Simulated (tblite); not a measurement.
Compound: C2H6F4Si2.
Atom-mapped SMILES: `[CH3:1][SiH2:2][Si@@H:3]([F:4])[C:5]([F:6])([F:7])[F:8]` (hydrogens: H9, H10, H11 on C1; H12, H13 on Si2; H14 on Si3)

The geometry is computed with GFN2-xTB (gas phase).

Q: Give the optimised bond lengths and angles.

A: 
```csv
bond,length (Å)
C1–Si2,1.898
Si2–Si3,2.317
Si3–F4,1.613
Si3–C5,1.955
"C5–F6, C5–F7",1.354
C5–F8,1.343
"C1–H9, C1–H10, C1–H11",1.087
Si2–H12,1.471
Si2–H13,1.471
Si3–H14,1.458
```

Bonds in one row agree within 0.01 Å and their mean is given. A selection of angles:
```csv
angle,degrees
C1–Si2–Si3,108.8
Si2–Si3–F4,110.3
Si2–Si3–C5,107.4
F4–Si3–C5,101.3
Si3–C5–F6,112.2
Si3–C5–F8,114.8
F6–C5–F7,105.3
```

Dihedral angles: C1–Si2–Si3–F4 -161° (antiperiplanar); Si2–Si3–C5–F6 -44° (synclinal).

The 2 C–Si bonds span 1.898 Å (C1–Si2, drawn single) to 1.955 Å (Si3–C5, drawn single), a spread of 0.057 Å. Si3 (fluorine-bound silicon) has angles from 101.3° to 129.6°. Si2 (SiH2 silicon) is tetrahedral (angles from 108.0° to 111.1°).

Point group: C1 (no symmetry element, even within 0.4 Å). Its lowest GFN2-xTB frequency is 8i cm⁻¹, too small to tell a flat minimum from a shallow saddle. The numbers are those of one conformer. 3 starts were optimised and ended at 0.00, 0.40 and 0.45 kcal/mol (GFN2-xTB); the lowest of these is shown.
